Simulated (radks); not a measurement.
Values are calculated unless marked as measured or tabulated.
Question: The mean radii <r> (bohr) of the occupied orbitals of an atom or ion are listed with their occupations. Code: a radial shooting solver on a logarithmic mesh with Libxc functionals. Model: scalar-relativistic Kohn-Sham, Wu-Cohen GGA, spin-polarised, spherical densities, point nucleus.

orbital  occ.     <r>
1s up       1  0.3807
2s up       1   1.742

Name the element and its charge. Open shells, if any, are filled with parallel spins first.

Answer: Z = 4, beryllium, charge +2: Be2+ in 1s1 2s1. The 1s radius gives Z: for a bare nucleus <r> = (2 gamma + 1)/(2Z) with gamma = sqrt(1 - (Z/c)^2), 0.3749 bohr for Z = 4, and screening makes it slightly larger (0.3807 here). The occupations add up to 2, and the charge is Z minus that.
